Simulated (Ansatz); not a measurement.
Relaxation of H5OSbSi (8 atoms, charge 0, multiplicity 1), to a largest force component of 0.015 eV/Å in at most 40 steps.

Theory: RKS PBE0-D4/def2-SVP in Ansatz 0.2.0.

```xyz
8
Properties=species:S:1:pos:R:3:forces:R:3
O -1.780 0.243 -0.860 -1.74 1.84 -1.58
Sb 0.127 0.444 -1.357 0.63 0.70 -0.72
Si 0.782 -0.760 0.732 -1.11 0.33 1.28
H -2.207 0.964 -1.453 0.63 -1.93 1.58
H 0.265 2.003 -0.576 0.23 -0.25 -0.07
H 0.446 -2.186 0.622 0.00 -0.46 -0.10
H 0.001 -0.182 1.916 0.26 -0.23 -0.50
H 2.180 -0.560 1.021 1.11 0.01 0.11
```

Where does it end, and by what steps?

The forces met the threshold. After 8 steps the energy has fallen by 0.287 eV; H4 moved furthest, 0.50 Å.

| step | energy less start (eV) | largest force component (eV/Å) | accepted |
| --- | --- | --- | --- |
| 0 | 0.0000 | 1.934 | yes |
| 1 | -0.2167 | 0.974 | yes |
| 2 | -0.2179 | 1.502 | yes |
| 3 | -0.2775 | 0.345 | yes |
| 4 | -0.2285 | 0.930 | no |
| 5 | -0.2848 | 0.212 | yes |
| 6 | -0.2870 | 0.025 | yes |
| 7 | -0.2870 | 0.026 | no |
| 8 | -0.2872 | 0.004 | yes |

```xyz
8
Properties=species:S:1:pos:R:3
O -1.830 0.549 -0.801
Sb 0.110 0.598 -1.337
Si 0.755 -0.740 0.776
H -2.360 0.509 -1.606
H 0.480 2.073 -0.525
H 0.390 -2.175 0.576
H 0.034 -0.201 1.966
H 2.233 -0.648 0.997
```

Time of the run: 36 s on 1 thread of Arm Neoverse V1, on a shared host, peak memory 0.17 GiB.
